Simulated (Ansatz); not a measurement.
C2H9FSi2 can be A, `F[SiH2]CC[SiH3]`, or B, `C[SiH2][SiH2]CF`.

Gas-phase electronic energies from Ansatz, PBE0-D4/def2-TZVP geometries. CCSD(T)/CBS adds triple-zeta CCSD(T) − MP2 to the extrapolated MP2 energy (def2 sets, frozen cores). DFT in def2-TZVPP. B3LYP here is the variant with VWN-RPA as its local correlation; programs differ in this. Each species was taken in one conformer, which may not be the lowest.

A:

Z-matrix (Å, degrees):
```
Si
C 1 1.863
F 1 1.605 2 108.8
H 1 1.484 2 112.6 3 118.7
H 1 1.485 2 110.5 3 -118.1
C 2 1.534 1 116.0 3 -52.2
H 2 1.098 1 107.0 3 -176.4
H 2 1.097 1 106.8 3 70.9
Si 6 1.881 2 115.9 1 -67.9
H 6 1.095 2 110.3 1 55.2
H 6 1.096 2 109.8 1 171.3
H 9 1.487 6 109.6 2 -171.5
H 9 1.487 6 111.7 2 68.2
H 9 1.489 6 109.9 2 -51.9
```

B:

```xyz
14

C     0.0497    1.5560   -1.3525
Si    1.0331    1.0391    0.1601
Si   -0.1171   -0.6111    1.3612
C    -0.8527   -1.8696    0.1363
F     0.1120   -2.2612   -0.7906
H     0.5799    2.3291   -1.9130
H    -0.9281    1.9520   -1.0697
H    -0.1037    0.7001   -2.0137
H     2.3618    0.5033   -0.2452
H     1.2735    2.2081    1.0537
H     0.7716   -1.3103    2.3298
H    -1.2687   -0.0392    2.1183
H    -1.2212   -2.7686    0.6402
H    -1.6900   -1.4278   -0.4148
```

(1) Which is lower in electronic energy at CCSD(T)/CBS, and by how much? (Estimate.)

(2) Give E(B) − E(A) in kcal/mol with LDA (SPW92), CCSD(T)/def2-TZVPP, PBE0-D4, HF/def2-TZVPP, B3LYP, PBE-D4, B2PLYP. (Estimate.)

(3) Does the order hold for the free energy at 298.15 K (harmonic terms from PBE0-D4)? (Best estimate.)

Largest T1 diagnostic: 0.012.

Answers

(1) Computed: A, by 45.6 kcal/mol.

(2) Computed: LDA (SPW92) 40.0, CCSD(T)/def2-TZVPP 44.9, PBE0-D4 40.4, HF/def2-TZVPP 46.7, B3LYP 41.8, PBE-D4 37.8, B2PLYP 44.4. None reverses the order clearly.

(3) Ansatz gave: Yes: G(B) − G(A) = +45.4 kcal/mol, for one conformer each. Modes under 60 cm⁻¹, often nearly free rotors, make the harmonic entropy too high.

From r2SCAN to r2SCAN0 (25 % exact exchange), in def2-TZVPP and without D4, E(B) − E(A) moves by +1.5 kcal/mol. At CCSD(T), def2-SVP lies −3.3 kcal/mol from the extrapolated value and def2-TZVPP −0.7 kcal/mol.
